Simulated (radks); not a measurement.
All-electron atom: neutral fluorine in [He] 2s1 2p6 (not the ground configuration). All-electron calculation, Dirac Kohn-Sham, PBE, spin-unpolarised, spherical densities, finite nucleus; Fermi nuclear charge, rms radius 2.8976 fm. Program: a radial shooting solver on a logarithmic mesh with Libxc functionals.

Radial electron density D(r) = 4 pi r^2 rho(r):

```
   r/bohr * D(r) (the largest magnitude, 9.56, reaches the edge; | marks zero)
 0.006189 |*
 0.007681 | *
 0.009457 | *
  0.01164 |   *
  0.01445 |    *
  0.01779 |      *
  0.02191 |         *
  0.02719 |             *
  0.03347 |                   *
  0.04155 |                         *
  0.05115 |                                *
  0.06298 |                                        *
  0.07816 |                                               *
  0.09623 |                                                    *
   0.1194 |                                                      *
   0.1471 |                                                   *
   0.1811 |                                             *
   0.2247 |                                    *
   0.2767 |                            *
   0.3406 |                         *
   0.4228 |                          *
   0.5205 |                             *
    0.646 |                                 *
   0.7954 |                                 *
   0.9792 |                             *
    1.215 |                     *
    1.496 |             *
    1.842 |       *
    2.287 |   *
    2.815 |*
    3.494 *
    4.302 *
```

D(r) has 2 maxima, at r = 0.117, 0.717 bohr, and minima at 0.363 bohr, inside which lie 2.26 electrons.
